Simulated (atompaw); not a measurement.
# technetium (Tc): PAW (atompaw) pseudisation with LDA (PW92), scalar-relativistic reference atom.

atompaw 4.2.0.5 input, output lines left out:

```
Tc 43
LDA-PW scalarrelativistic loggrid 1500 logderivrange -8 5 326
5 5 4 0 0 0
5 0 1.5
5 1 0
4 2 5
0 0 0
c
c
c
v
v
c
c
v
v
c
v
2
2.40 1.95 1.95 1.55
n
n
y
1.85
n
modrrkj vanderbiltortho besselshape
3 -0.5 ultrasoft
1.25
1.60
2.05
2.40
1.40
2.40
```

All-electron outer shells of the reference configuration (LDA (PW92), scalar-relativistic, ld1.x):

| shell | level (eV) | outermost node (bohr) | outermost maximum (bohr) |
| --- | --- | --- | --- |
| 3d | -253.83 | – | 0.31 |
| 4s | -77.06 | 0.50 | 0.95 |
| 4p | -49.07 | 0.51 | 1.03 |
| 4d | -10.42 | 0.50 | 1.27 |
| 5s | -8.39 | 1.28 | 2.65 |
| 5p | -4.18 | 1.45 | 3.41 |

Question: Estimate the cutoffs (Ry, on a coarse ladder) from which the occupation-weighted sum of valence levels, in a spherical-Bessel basis at the reference potential, stays within 10 and 1 mRy of its value at 400 Ry.

Answer: 40 Ry and 70 Ry.

Question: Does the potential have ghost states?

Answer: No extra level below or beside the all-electron valence levels (s, p, d, f tested).

Question: Is the overlap operator S = 1 + Σ q|β⟩⟨β| positive definite (Bessel basis up to 400 Ry)?

Answer: Yes: its lowest eigenvalue is 0.49 (s channel).
